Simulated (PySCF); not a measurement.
**Computed properties of Ga(OH)(PH2)2 (GaH₅OP₂), SMILES [OH][Ga]([PH2])[PH2]**

Ga(OH)(PH2)2 (GaH5OP2), SMILES [OH][Ga]([PH2])[PH2]. Geometry optimised at B3LYP-D3(BJ)/def2-SVP. The structure was generated by enumeration; whether it is a known compound was not checked. The values are those of a single conformer. All values are computed for the isolated molecule unless a solvent is named; none is compared with measurement here.

**Structure.** All 21 harmonic modes at B3LYP-D3(BJ)/def2-SVP (PySCF) are real, so it is a minimum. With heavy atoms numbered as in [Ga:1]([OH:2])([PH2:4])[PH2:7], the shortest bond between them is Ga1–O2 at 1.800 Å and the longest Ga1–P4 at 2.348 Å.

**Vibrations.** The strongest infrared lines (harmonic, unscaled, degenerate partners summed) lie at 778 cm⁻¹ (105 km/mol, H 91 %), 354 cm⁻¹ (104 km/mol, H 91 %, O 8 %), 686 cm⁻¹ (87 km/mol, O 67 %, Ga 20 %, H 13 %). The softest mode is at 71 cm⁻¹ and the zero-point energy is 30.0 kcal/mol.

**Electronic structure.** B3LYP/def2-TZVP (PySCF) places the frontier levels at -6.84 and -1.36 eV, a gap of 5.48 eV, and gives a dipole moment of 1.67 D and a mean polarisability of 91.2 bohr³. PBE/def2-TZVP (PySCF) at the same geometry gives -6.06 and -1.87 eV, so its gap is 1.29 eV narrower. An orbital gap is neither the optical nor the fundamental gap.

**Excitations.** TDDFT-PBE0/def2-SVPD (PySCF) has S1 at 4.94 eV (251 nm, f = 0.065, bright); the most intense of the 10 singlets computed lies at 5.48 eV (f = 0.15). T1 (TDA) is at 4.12 eV. TDDFT-PBE/def2-SVPD (PySCF) puts S1 at 4.57 eV. No vertical singlet excitation falls in the visible range (under 3.1 eV).

**NMR.** GIAO shifts at B3LYP/pcSseg-1 (PySCF) (non-relativistic, atoms alike by connectivity averaged): ¹H from 1.8 to 4.0 ppm against TMS.
